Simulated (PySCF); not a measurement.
A structure optimised at PBE-D3(BJ)/def2-SVP, used in a PySCF frequency run:

```xyz
9

In     0.2304    -0.3982     0.0000
Br    -0.3444     2.0284     0.0000
O      2.1541    -1.0141     0.0000
H      2.7275    -0.2212     0.0000
O     -1.2818    -1.7302     0.0000
C     -1.0100    -3.1203     0.0000
H     -0.4487    -3.4665    -0.8997
H     -1.9881    -3.6515     0.0000
H     -0.4487    -3.4665     0.8997
```
Charge 0, spin multiplicity 1.

**Question.** Write its SMILES, formula and point group.

**Answer.** C[O][In]([OH])[Br], CH4BrInO2, Cs

**Question.** What are its rotational constants (standard atomic weights)?

**Answer.** 3.5819, 0.89288, 0.71803 GHz
